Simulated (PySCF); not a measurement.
MgCl, SMILES [Mg][Cl], multiplicity 2. Geometry: B3LYP-D3(BJ)/def2-TZVPD. The multiplicity is an assumed one; other spin states were not compared.

All values below come from B3LYP-D3(BJ)/def2-TZVPD in PySCF 2.14.0.

Harmonic wavenumbers (cm⁻¹): 442. Rotational constants (GHz): 7.091 (linear); symmetry number 1.

**Question.** Work out the zero-point energy and the ideal-gas rigid-rotor harmonic-oscillator thermochemistry at 298.15 K and 1 atm.

**Answer.** ZPE = ½ Σ hcν = ½ × 442 cm⁻¹ = 2.64 kJ/mol. H − E(el) = 12.03 kJ/mol. Entropy in J/(mol K): translation 159.76, rotation 64.65, vibration 3.44, spin 5.76, total 233.61. G − E(el) = -57.62 kJ/mol. Cp = 34.87 J/(mol K).
